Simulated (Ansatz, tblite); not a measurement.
Adding an electron: the cluster MgZn₂⁺ (the lowest doublet isomer of a short search). Charge 1, multiplicity 2. Geometry: PBE/def2-TZVP. Ansatz, gas phase; energy differences of separate SCF runs; the reduced species is a singlet (the triplet lies 1.24 eV higher at PBE0/def2-TZVP).

```xyz
3

Mg   -0.2155   -2.4879   -1.1617
Zn   -0.0018    0.0388    0.0189
Zn    0.2173    2.4491    1.1428
```

The xTB rows come from tblite. The structure comes from a short search, and lower isomers may exist.

| level | −HOMO (eV) | −LUMO (eV) | vertical EA (eV) | HOMO–LUMO gap (eV) |
| --- | --- | --- | --- | --- |
| GFN1-xTB | – | – | 12.39 | – |
| GFN2-xTB | – | – | 8.99 | – |
| r2SCAN/def2-TZVP | 8.98 | 7.51 | 5.79 | 1.47 |

**Question.** Estimate the rows for PBE/def2-TZVP, PBE0/def2-TZVP.

**Answer.** 
| level | −HOMO (eV) | −LUMO (eV) | vertical EA (eV) | HOMO–LUMO gap (eV) |
| --- | --- | --- | --- | --- |
| PBE/def2-TZVP | 8.78 | 8.07 | 5.98 | 0.71 |
| PBE0/def2-TZVP | 9.28 | 7.26 | 5.82 | 2.03 |

  HOMO and LUMO are the levels of the spin that leaves or enters (xTB has no such levels and no spin-polarisation term). Other spin states of the ions may lie lower, which would lower the ionisation energy or raise the affinity. Raw xTB energy differences between charge states are shifted by several eV; the methods need an empirical correction for them.
